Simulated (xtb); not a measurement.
CHO₂ (SMILES O=C=[OH+]), charge +1, singlet, geometry from GFN2-xTB, atoms displaced at random by about 0.06 Å a coordinate; GFN2-xTB (xtb).

Here is a job for xtb.
```
$ xtb mol.xyz --gfn 2 --chrg 1 --uhf 0 --opt --json

# file mol.xyz
4

O      1.19754488    -0.10141629    -0.07890850
C      0.20108480    -0.02501314     0.09281538
O     -0.96223124     0.11370714     0.12612107
H     -1.85580815     0.48641484    -0.23672751
```

It wrote (shortened):

```
   ID    Z sym.   atoms
    1    8 O      1, 3
    2    6 C      2
    3    1 H      4

           -------------------------------------------------
          |                Calculation Setup                |
           -------------------------------------------------

           -------------------------------------------------
          |                 G F N 2 - x T B                 |
           -------------------------------------------------

          ...................................................
          :                      SETUP                      :
          :.................................................:
          :  # basis functions                  13          :
          :  # atomic orbitals                  13          :
          :  # shells                            7          :
          :  # electrons                        16          :
          :  max. iterations                   250          :
          :  Hamiltonian                  GFN2-xTB          :
          :  restarted?                      false          :
          :  GBSA solvation                  false          :
          :  PC potential                    false          :
          :  electronic temp.          300.0000000     K    :
          :  accuracy                    1.0000000          :
          :  -> integral cutoff          0.2500000E+02      :
          :  -> integral neglect         0.1000000E-07      :
          :  -> SCF convergence          0.1000000E-05 Eh   :
          :  -> wf. convergence          0.1000000E-03 e    :
          :  Broyden damping             0.4000000          :
          :  net charge                          1          :
          :  unpaired electrons                  0          :
          ...................................................

 iter      E             dE          RMSdq      gap      omega  full diag
   1    -10.4409143 -0.104409E+02  0.713E+00    9.48       0.0  T
   2    -10.4422057 -0.129145E-02  0.429E+00    9.39       1.0  T
   3    -10.4424425 -0.236834E-03  0.404E-01    9.13       1.0  T
   4    -10.4426928 -0.250220E-03  0.177E-01    9.20       1.0  T
   5    -10.4427089 -0.161331E-04  0.349E-02    9.24       1.4  T
   6    -10.4427105 -0.156990E-05  0.192E-02    9.23       2.6  T
   7    -10.4427105 -0.342869E-07  0.148E-02    9.24       3.4  T
   8    -10.4427109 -0.414398E-06  0.763E-04    9.23      65.5  T
   9    -10.4427109 -0.144633E-09  0.169E-04    9.23     295.8  T

   *** convergence criteria satisfied after 9 iterations ***

         :::::::::::::::::::::::::::::::::::::::::::::::::::::
         ::                     SUMMARY                     ::
         :::::::::::::::::::::::::::::::::::::::::::::::::::::
         :: total energy             -10.222278574793 Eh    ::
         :: gradient norm              0.520605429488 Eh/a0 ::
         :: HOMO-LUMO gap              9.230693740485 eV    ::
         ::.................................................::
         :: SCC energy               -10.442710920857 Eh    ::
         :: -> isotropic ES            0.174312266550 Eh    ::
         :: -> anisotropic ES         -0.008994460293 Eh    ::
         :: -> anisotropic XC          0.001193016868 Eh    ::
         :: -> dispersion             -0.000682211716 Eh    ::
         :: repulsion energy           0.220432346064 Eh    ::
         :: add. restraining           0.000000000000 Eh    ::
         :: total charge               1.000000000000 e     ::
         :::::::::::::::::::::::::::::::::::::::::::::::::::::

      -----------------------------------------------------------
     |                   =====================                   |
     |                        A N C O P T                        |
     |                   =====================                   |
     |               Approximate Normal Coordinate               |
     |                Rational Function Optimizer                |
[...]
 * total energy  :   -10.2563732 Eh     change       -0.7497549E-03 Eh
 * total energy  :   -10.2417429 Eh     change        0.1463025E-01 Eh
 * total energy  :   -10.2585373 Eh     change       -0.1679434E-01 Eh
 * total energy  :   -10.2595816 Eh     change       -0.1044335E-02 Eh
 * total energy  :   -10.2600774 Eh     change       -0.4958367E-03 Eh
 * total energy  :   -10.2613402 Eh     change       -0.1262761E-02 Eh
 * total energy  :   -10.2614499 Eh     change       -0.1097104E-03 Eh
 * total energy  :   -10.2615029 Eh     change       -0.5298849E-04 Eh
 * total energy  :   -10.2615267 Eh     change       -0.2382756E-04 Eh
 * total energy  :   -10.2615692 Eh     change       -0.4243181E-04 Eh
 * total energy  :   -10.2615806 Eh     change       -0.1147564E-04 Eh
 * total energy  :   -10.2615831 Eh     change       -0.2501265E-05 Eh
   *** GEOMETRY OPTIMIZATION CONVERGED AFTER 14 ITERATIONS ***
         :: total energy             -10.261583143305 Eh    ::
[...]
         :: -> isotropic ES            0.175543910863 Eh    ::
         :: -> anisotropic ES         -0.008502272048 Eh    ::
         :: -> anisotropic XC          0.001647640127 Eh    ::
         :: -> dispersion             -0.000679161627 Eh    ::
         :: repulsion energy           0.133303798092 Eh    ::
         :: add. restraining           0.000000000000 Eh    ::
         :: total charge               1.000000000000 e     ::
         :::::::::::::::::::::::::::::::::::::::::::::::::::::

           -------------------------------------------------
          |                Property Printout                |
           -------------------------------------------------

    * Orbital Energies and Occupations

         #    Occupation            Energy/Eh            Energy/eV
      -------------------------------------------------------------
         1        2.0000           -1.1104868             -30.2179
         2        2.0000           -1.0908025             -29.6822
         3        2.0000           -1.0010109             -27.2389
         4        2.0000           -0.9612210             -26.1562
         5        2.0000           -0.9608996             -26.1474
         6        2.0000           -0.8928209             -24.2949
         7        2.0000           -0.8470729             -23.0500
         8        2.0000           -0.8324681             -22.6526 (HOMO)
         9                         -0.5398157             -14.6891 (LUMO)
        10                         -0.5139754             -13.9860
        11                         -0.2784367              -7.5766
        12                          0.1119328               3.0458
        13                          1.0989118              29.9029
      -------------------------------------------------------------
                  HL-Gap            0.2926523 Eh            7.9635 eV
             Fermi-level           -0.6861419 Eh          -18.6709 eV

     #   Z          covCN         q      C6AA      α(0)
     1   8 O        0.856     0.069    14.224     5.057
     2   6 C        1.711     0.505    20.929     7.406
     3   8 O        1.658    -0.068    15.405     5.298
     4   1 H        0.802     0.494     0.345     0.922

 Mol. C6AA /au·bohr⁶  :        163.984400
 Mol. C8AA /au·bohr⁸  :       3716.528673
 Mol. α(0) /au        :         18.683532

Wiberg/Mayer (AO) data.
largest (>0.10) Wiberg bond orders for each atom

 ---------------------------------------------------------------------------
     #   Z sym  total        # sym  WBO       # sym  WBO       # sym  WBO
 ---------------------------------------------------------------------------
     1   8 O    2.663 --     2 C    2.299     3 O    0.331
     2   6 C    3.927 --     1 O    2.299     3 O    1.620
     3   8 O    2.664 --     2 C    1.620     4 H    0.713     1 O    0.331
     4   1 H    0.756 --     3 O    0.713
 ---------------------------------------------------------------------------

Topologies differ in total number of bonds
Writing topology from bond orders to xtbtopo.mol

molecular dipole:
                 x           y           z       tot (Debye)
 q only:       -1.243       0.445      -0.253
   full:       -1.474       0.544      -0.353       4.093
molecular quadrupole (traceless):
                xx          xy          yy          xz          yz          zz
 q only:        5.618      -2.347      -2.568       1.254      -0.330      -3.050
  q+dip:        5.646      -2.810      -2.499       1.913      -0.441      -3.147
   full:        4.227      -2.548      -1.813       2.029      -0.476      -2.414

optimized geometry written to: xtbopt.xyz

           -------------------------------------------------
          | TOTAL ENERGY              -10.261583143305 Eh   |
          | GRADIENT NORM               0.000393348873 Eh/α |
          | HOMO-LUMO GAP               7.963475165253 eV   |
           -------------------------------------------------

normal termination of xtb
```
